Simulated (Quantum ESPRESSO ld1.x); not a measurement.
These are the eigenvalues of the occupied orbitals of an atom or ion with whole-number occupations (hartree). Method: scalar-relativistic Kohn-Sham, OLYP, spin-unpolarised, spherical densities, point nucleus; computed with ld1.x of Quantum ESPRESSO 7.5.

orbital  eigenvalue
1s         -807.420
2s         -117.332
2p         -105.239
3s         -21.7584
3p         -17.7830
3d         -11.3947
4s         -4.09028
4p         -2.97478
4d         -1.37564

Which element is it, and in what charge state? The configuration may be excited.

Answer. Z = 44, ruthenium, charge +3: Ru3+ in [Kr] 4d5. The list shows which subshells hold electrons but not how many an open one holds; the 1s level, -807.42 hartree, gives Z - s = 40.2 by -(Z - s)^2/2, which with screening and relativity narrows Z to a few neighbours, and the depths of the outer levels then fix element, charge and occupations together.
